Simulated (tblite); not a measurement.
Compound: C4HF2O2 (doublet state).
Numbering: `[O:1][c:2]1[o:3][c:4]([F:5])[cH:6][c:7]1[F:8]` (hydrogens: H9 on C6)

Computed geometry: GFN2-xTB, gas phase. This method treats the open shell by occupation alone, without spin polarisation.

Task: List the bond lengths and angles at this level.

Result: 
| bond | length (Å) |
| --- | --- |
| O1–C2 | 1.199 |
| C2–O3 | 1.419 |
| O3–C4 | 1.324 |
| C4–F5 | 1.310 |
| C4–C6 | 1.377 |
| C6–C7 | 1.391 |
| C7–F8 | 1.321 |
| C2–C7 | 1.449 |
| C6–H9 | 1.070 |

A selection of angles:
| angle | degrees |
| --- | --- |
| O1–C2–O3 | 121.9 |
| O1–C2–C7 | 133.7 |
| O3–C2–C7 | 104.5 |
| C2–O3–C4 | 107.5 |
| O3–C4–F5 | 117.2 |
| O3–C4–C6 | 114.4 |
| F5–C4–C6 | 128.4 |
| C4–C6–C7 | 104.1 |
| C6–C7–F8 | 126.6 |
| C2–C7–C6 | 109.6 |
| C2–C7–F8 | 123.8 |

C2 (carbon bonded to C and 2 O) is planar (angles 133.7°, 121.9° and 104.5°, sum 360.0°, 0.00 Å off the plane of its three neighbours). The 3 C–C bonds span 1.377 Å (C4–C6, aromatic) to 1.449 Å (C2–C7, aromatic), a spread of 0.072 Å. C6 (carbon bonded to 2 C and H) is planar (angles 128.5°, 127.4° and 104.1°, sum 360.0°, 0.00 Å off the plane of its three neighbours). C7 (carbon bonded to 2 C and F) is planar (angles 126.6°, 123.8° and 109.6°, sum 360.0°, 0.00 Å off the plane of its three neighbours). The 3 C–O bonds span 1.199 Å (O1–C2, drawn single) to 1.419 Å (C2–O3, aromatic), a spread of 0.220 Å. The 8 heavy atoms lie in one plane (0.001 Å rms). The 5-membered ring C2–O3–C4–C6–C7 has internal angles of 104.1° to 114.4° (sum 540°, against 540° for a flat polygon); it is planar, 0.00 Å rms from its mean plane, widest ring torsion 0°.

Point group: Cs (every atom within 0.08 Å of its image). Its GFN2-xTB frequencies are all real (lowest 184 cm⁻¹).
